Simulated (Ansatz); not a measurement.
Gas-phase electronic energies from Ansatz, PBE0-D4/def2-TZVP geometries. CCSD(T)/CBS is the MP2 limit (def2-TZVPP, def2-QZVPP) plus CCSD(T) − MP2 in def2-TZVPP, frozen cores. DFT in def2-TZVPP. For Ge outer-core shells are correlated without core-valence functions, which leaves a few kJ/mol of doubt a bond. Scalar relativity is left out up to krypton. One conformer a species, not always the lowest.

Reaction (cleavage of the Ge–Si bond): `[AlH2][NH][SiH2][GeH3]` + `N[SiH](F)Cl` → `F[SiH](Cl)[NH][GeH3]` + `[AlH2][NH][SiH3]`

CCSD(T)/CBS gives +3.3 kJ/mol.

Another level gave +11.3 kJ/mol. Which?
A. ωB97M-V/def2-TZVPP
B. r2SCAN/def2-TZVPP
C. CCSD(T)/def2-TZVPP
D. PBE-D4/def2-TZVPP

B. r2SCAN 11.3, CCSD(T)/def2-TZVPP -1.4, ωB97M-V 3.4, PBE-D4 19.6 kJ/mol.

Largest T1 diagnostic among the species: 0.012.

In def2-TZVPP, CCSD(T) changes the Hartree–Fock value by +11.8 kJ/mol (the triples alone add +0.8 kJ/mol) and MP2 by +8.0 kJ/mol. From PBE to PBE0 (25 % exact exchange), in def2-TZVPP and without D4, ΔE moves by −4.6 kJ/mol.
